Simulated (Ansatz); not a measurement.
`[SiH3][AsH][SiH3]` + `[OH][Ga]([F])[Cl]` → `[F][Ga]([Cl])[O][SiH3]` + `[SiH3][AsH2]` at 700 K and 1 bar (cleavage of the Si–As bond).

Calculated with Ansatz (gas phase, PBE0-D4/def2-TZVP geometries, no zero-point term in ΔE). CBS: MP2 limit from def2 TZ/QZ plus the TZ coupled-cluster correction, frozen cores. For As, Ga outer-core shells are correlated without core-valence functions, which leaves a few kJ/mol of doubt a bond. Scalar relativity is left out up to krypton. One conformer a species, not always the lowest.

```csv
species,CCSD(T)/CBS energy (Eh),H − E (kJ/mol),S (J/(mol·K))
`[SiH3][AsH][SiH3]`,-2817.37686,231.7,476.6
`[OH][Ga]([F])[Cl]`,-2559.41427,97.5,398.6
`[F][Ga]([Cl])[O][SiH3]`,-2849.73134,163.1,510.0
`[SiH3][AsH2]`,-2527.08228,159.2,372.9
```

H − E and S are ideal-gas, rigid-rotor, harmonic terms from PBE0-D4/def2-TZVP, for one conformer and one mirror image of each species. 1 Eh = 2625.50 kJ/mol, R = 8.31446 J/(mol·K).

Task: By hand: ΔE, ΔH, ΔS and ΔG.

Result: ΔE = (-2849.73134) + (-2527.08228) − (-2817.37686) − (-2559.41427) = -0.02249 Eh = -59.0 kJ/mol. Δ(H − E) = 163.1 + 159.2 − 231.7 − 97.5 = -6.9, so ΔH = -65.9 kJ/mol. ΔS = 510.0 + 372.9 − 476.6 − 398.6 = 7.7 J/(mol·K). ΔG = -65.9 − 700 × (7.7)/1000 = -71.3 kJ/mol.

Task: By hand: the equilibrium constant, and the temperature at which ΔG would vanish if ΔH and ΔS stayed fixed.

Result: log₁₀ K = −ΔG/(RT ln 10) = 5.3. ΔH and −TΔS have one sign here, so there is no such temperature.

The number of gas molecules stays the same, so ΔS is small and ΔH decides. A doubt of 5 kJ/mol in ΔE shifts log₁₀ K by 0.4 here. Other conformers and mirror images would add mixing entropy, several J/(mol·K) or more a flexible species. Modes under 60 cm⁻¹, often nearly free rotors, make the harmonic entropy too high. These are equilibria of isolated gas molecules and say nothing of rates. Largest T1 diagnostic: 0.014 (customary marks: 0.02 for closed shells, 0.045 for open ones).

ΔS is within the doubt of such terms, so its sign, and with it that verdict, could turn.
